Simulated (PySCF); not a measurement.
CuOBr + HF → CuOF + HBr

Level: PBE0 in the def2-TZVP basis family, all electrons, no relativity, computed in PySCF with density fitting; open shells unrestricted.

| species | state and structure | E (Eh) | ZPE (kJ/mol) | H(298 K) − H(0) (kJ/mol) | S° (J/(mol K)) |
| --- | --- | --- | --- | --- | --- |
| CuOBr | triplet, C∞v, Cu–Br 2.189 Å, Cu–O 1.710 Å; Br–Cu–O 180.0° | -4289.27369 | 7.3 | 13.9 | 292.3 |
| HF | singlet, C∞v, H–F 0.920 Å | -100.39188 | 24.9 | 8.7 | 173.6 |
| CuOF | triplet, C∞v, Cu–F 1.723 Å, Cu–O 1.681 Å; F–Cu–O 180.0° | -1815.17341 | 10.3 | 12.7 | 267.9 |
| HBr | singlet, C∞v, H–Br 1.421 Å | -2574.45811 | 16.0 | 8.7 | 198.5 |

(1) What is the electronic reaction energy?

(2) Add zero-point, thermal and entropy terms for 298.15 K and 1 bar.

Answers

(1) At PBE0/def2-TZVP, ΔE = 89.4 kJ/mol from the differences of the total energies times 2625.5, uphill. Ligand exchange with HF takes part in thermal etching.

(2) ΔZPE = -5.9 and Δ[H(298) − H(0)] = -1.2 kJ/mol give ΔH° = 82.3 kJ/mol. ΔS° = 0.5 J/(mol K), so ΔG° = 82.3 − 298.15 × (0.0005) = 82 kJ/mol and log₁₀K = -14.4.

Open d or f shells are single determinants, so the state found may not be the ground state. Each species is the lowest minimum found with this bonding; other isomers or fragments can lie lower.
